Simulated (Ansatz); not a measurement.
A set of 12 reactions (ligand exchange), with CCSD(T)/CBS values in kJ/mol:

```csv
reaction,ΔE
`C=C[SiH2][S][GeH3]` + `N=C1O[SiH2]1` → `[GeH3]/[N]=C1\O[SiH2]1` + `C=C[SiH2]S`,39.9
`[F][AlH][SiH2]Cl` + `BN` → `BN[SiH2]Cl` + `[F][AlH2]`,-52.0
`O[SiH](O)S[SiH2]Cl` + `CNC` → `CN(C)[SiH](O)O` + `S[SiH2]Cl`,2.1
`O[BH][AlH2]` + `C1N[SiH2]1` → `[AlH2][N]1C[SiH2]1` + `BO`,-159.7
`[AlH2][B]([SiH3])O[SiH3]` + `C[SeH]` → `C[Se][SiH3]` + `[AlH2][BH]O[SiH3]`,-75.6
`FBO[SiH2][SiH3]` + `N[CH2][SnH3]` → `FBN[CH2][SnH3]` + `O[SiH2][SiH3]`,10.6
`B[SiH2]B` + H–F → `B[SiH2]F` + BH₃,-132.4
`[Cl][In]([Cl])[I]` + H₂S → `[SH][In]([Cl])[Cl]` + HI,53.7
`BBCBI` + NH₃ → `BBN` + `CBI`,-105.6
`FB(F)O[SiH3]` + `[NH2][SnH3]` → `[SiH3][NH][SnH3]` + `OB(F)F`,27.5
`C#CCC[SiH3]` + `SC1CO1` → `[SiH3]SC1CO1` + `C#CCC`,-69.4
`N=C=CNB[SiH3]` + `BO` → `BOB[SiH3]` + `N=C=CN`,58.0
```

Isolated molecules relaxed with PBE0-D4/def2-TZVP in Ansatz; ΔE leaves out vibrations. CCSD(T)/CBS is the MP2 limit (def2-TZVPP, def2-QZVPP) plus CCSD(T) − MP2 in def2-TZVPP, frozen cores. This one scheme is used for every species. Functionals use def2-TZVPP. B3LYP here is the variant with VWN-RPA as its local correlation; programs differ in this. def2 core potentials past Kr. For Ge, I, In, Se, Sn outer-core shells are correlated without core-valence functions, which leaves a few kJ/mol of doubt a bond. Scalar relativity is left out up to krypton. One conformer a species, not always the lowest.

Question: Give the mean, mean absolute and largest difference (level minus CCSD(T)/CBS, kJ/mol) for: r2SCAN-D4, B3LYP-D4, ωB97X-V, PBE, r2SCAN, B3LYP, MP2/def2-TZVPP, SCS-MP2/def2-TZVPP, CCSD/def2-TZVPP, CCSD(T)/def2-TZVPP, HF/def2-QZVPP, MP2/def2-QZVPP, HF/CBS(def2), CCSD/CBS(def2). (Estimate.)

Answer: The calculation gave: 
```tsv
level	mean	mean absolute	largest
r2SCAN-D4	2.0	4.1	8.4
B3LYP-D4	-0.7	2.8	-6.9
ωB97X-V	-0.4	3.1	-6.4
PBE	6.6	10.4	25.5
r2SCAN	1.8	4.1	7.7
B3LYP	-2.0	5.3	-13.3
MP2/def2-TZVPP	-3.9	4.5	-13.5
SCS-MP2/def2-TZVPP	-5.2	5.8	-15.2
CCSD/def2-TZVPP	-2.0	3.3	-6.2
CCSD(T)/def2-TZVPP	-0.9	2.5	-7.8
HF/def2-QZVPP	-9.3	14.7	-41.0
MP2/def2-QZVPP	-3.5	4.5	-13.4
HF/CBS(def2)	-9.4	14.8	-41.3
CCSD/CBS(def2)	-1.1	2.0	-5.2
```

The largest T1 diagnostic in the set is 0.017, for `N=C1O[SiH2]1` (customary mark 0.02).

CCSD(T)/CBS is a level of theory with its own doubt, and the functionals carry their triple-zeta basis error, so these figures describe this set and don't rank the functionals.
